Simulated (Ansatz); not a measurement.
Geometry optimisation, RKS PBE0-D4/6-31G* in Ansatz 0.2.0.

Input:

```yaml
crystal:
  periodic: [false, false, false]
  atoms:
    - { symbol: Al, position_ang: [0.0, 0.0, 0.0] }
    - { symbol: O, position_ang: [0.0, 0.0, 2.13] }
    - { symbol: H, position_ang: [-0.9095, -0.2814, 2.4671] }
    - { symbol: O, position_ang: [1.5415, 0.0, -0.89] }
    - { symbol: H, position_ang: [1.8414, -0.9519, -1.0449] }
    - { symbol: F, position_ang: [-1.4635, 0.0, -0.845] }
    - { symbol: F, position_ang: [0.0892, 1.8864, 0.6275] }
    - { symbol: H, position_ang: [0.0593, 1.2535, 1.7062] }
basis:
  gaussian: { orbitals: "6-31G*" }
hamiltonian:
  xc: pbe0
  dispersion: d4
relax:
  f_tol: 0.15
  max_steps: 25
  restrain:
    - { distance: [0, 6], at: 1.69, k: 30.0 }
    - { distance: [7, 1], at: 1.01, k: 30.0 }
    - { distance: [0, 1], at: 2.98, k: 30.0 }
    - { distance: [7, 6], at: 2.12, k: 30.0 }
```

Launched with:

```bash
$ ansatz run input.yaml --threads 2 --pin off --max-ram 3072MiB --backend cpu --events-out ev --progress --plain --runs-dir out
```

Q: Where does it end, and by what steps?

A: It converged. The restraints hold the end off the free minimum. After 7 steps the energy has fallen by 1.187 eV (the restraints' own energy left out); H8 moved furthest, 0.63 Å. Parted: Al1–O2. Joined: O2–H8.

```csv
step,energy less start (eV),largest force component (eV/Å),accepted
0,0.0000,3.375,yes
1,-0.1581,3.981,yes
2,-0.7426,3.481,yes
3,-0.9956,1.228,yes
4,-1.0922,1.093,yes
5,-1.0905,1.020,yes
6,-1.1717,1.023,yes
7,-1.1874,0.883,yes
```

```xyz
8
Properties=species:S:1:pos:R:3
Al 0.161 0.435 -0.420
O -0.112 0.052 2.498
H -1.063 -0.102 2.584
O 1.660 -0.122 -0.980
H 1.740 -0.981 -1.403
F -1.272 -0.298 -0.766
F 0.091 1.913 0.362
H -0.047 1.010 2.276
```

Whether the end is a true minimum wasn't checked by a vibrational analysis.

Time of the run: 6.7 s on 2 threads of AMD EPYC 9B45 (Zen 5), on a shared host, peak memory 0.18 GiB.
